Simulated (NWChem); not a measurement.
**Basis-set convergence for N-methylmethanimine (C$_{2}$H$_{5}$N)**

```xyz
8

C     -1.1018     0.3452     0.0000
N      0.0354    -0.5448     0.0000
C      1.1976    -0.0473     0.0000
H     -1.7294     0.1339    -0.8824
H     -1.7294     0.1339     0.8824
H     -0.8381     1.4237     0.0000
H      1.3987     1.0455     0.0000
H      2.0757    -0.7107     0.0000
```
Charge 0, spin multiplicity 1.

Everything below was run with NWChem. The geometry was optimised at B3LYP/def2-SVP, a minimum by its harmonic frequencies.

Quantity: vertical ionisation energy at the level ΔB3LYP (Δ: difference of total energies, the cation a doublet at the parent's geometry with its hole in an orbital of symmetry a' (Cs labels); it is the state that the SCF runs reached, from PBE0 orbitals for Hartree-Fock references, and need not be the lowest).

B3LYP has NWChem's definition, with VWN1-RPA local correlation. The Pople sets run with spherical d functions. The stability of the SCF solutions was not checked.

Costs are rough ratios of processor time within this set of runs, SCF included, with STO-3G as 1.

```tsv
basis	functions	vertical ionisation energy (eV)	relative cost
STO-3G	20	8.24	1
3-21G	37	___	under 3
6-31+G*	64	9.81	under 3
cc-pVDZ	67	9.64	3
6-311G**	84	___	3
6-311++G**	101	9.82	5
def2-TZVP	123	9.79	7
pcseg-2	160	9.80	10
cc-pVTZ	160	___	10
def2-TZVPP	163	9.79	10
```

**Question.** Complete the blanks.

**Answer.** 
- 3-21G, vertical ionisation energy (eV): 9.42
- 6-311G**, vertical ionisation energy (eV): 9.74
- cc-pVTZ, vertical ionisation energy (eV): 9.77
